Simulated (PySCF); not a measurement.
C8H7FS.
SMILES with atom numbers: `[F:1][C@H:2]1[CH2:3][S:4][c:5]2[cH:6][cH:7][cH:8][cH:9][c:10]21`

Cartesian coordinates in Å at the PBE0-D3(BJ)/def2-SVP level; atoms count from 1:
```xyz
17
C8H7FS angstrom
F     -1.8361    1.9170    0.6321
C     -1.5670    0.5803    0.7961
C     -2.5359   -0.2675   -0.0195
S     -1.6982   -1.8623   -0.3144
C     -0.1210   -1.0701   -0.2240
C      1.0958   -1.6022   -0.6444
C      2.2468   -0.8243   -0.5101
C      2.1848    0.4625    0.0266
C      0.9625    0.9836    0.4558
C     -0.1851    0.2115    0.3342
H     -1.6709    0.3564    1.8752
H     -3.4935   -0.4431    0.4880
H     -2.7190    0.2385   -0.9812
H      1.1463   -2.5999   -1.0857
H      3.2062   -1.2273   -0.8440
H      3.0933    1.0630    0.1096
H      0.8958    1.9888    0.8791
```

NICS is the negative of the GIAO shielding at a point without a nucleus: at the ring centre (0) and 1 Å above and below it (1); zz is the component along the ring normal. Level: GIAO PBE0/pcSseg-1 (PySCF, non-relativistic, gas phase) on the PBE0-D3(BJ)/def2-SVP geometry, one conformer.

Rings: 1. C2–C3–S4–C5–C10; 2. C5–C6–C7–C8–C9–C10.

```tsv
set	NICS(0)	NICS(1), two faces	NICS(1)zz, two faces
P	-4.0	-2.8 / -3.4	2.7 / 1.3
Q	-8.2	-10.7 / -10.5	-25.8 / -25.4
```

Which set (ppm) belongs to which ring?

P = 1, Q = 2.
- 1 (5-membered ring with S; formal bonds 1 aromatic, 4 single): mean NICS(1)zz 2.0 ppm, near zero. C2, C3 have four or more neighbours, and the NICS criterion for π rings isn't applied.
- 2 (6-membered carbocycle; formal bonds all aromatic): mean NICS(1)zz -25.6 ppm, shielded. The ring is flat and has no four-coordinate atom; by the NICS criterion it is aromatic, though in fused rings the probe also feels the neighbouring ring.

How do the rings differ in shape?

```tsv
ring	bond lengths (Å)	rms pucker (Å)	HOMA	nearest outside atom to a NICS(1) probe (Å)
1	1.524, 1.825, 1.767, 1.399, 1.503	0.15	–	hydrogen 1.54
2	1.393, 1.396, 1.396, 1.396, 1.388, 1.399	0.00	0.99	hydrogen 2.67
```

HOMA = 1 − mean of α(R − Ropt)² over the ring bonds, with Krygowski's 1993 parameters (CC: Ropt 1.388 Å, α 257.7 Å⁻²). A dash marks a ring with a four-coordinate atom, a triple bond, no multiple bond or a kind of bond without parameters.
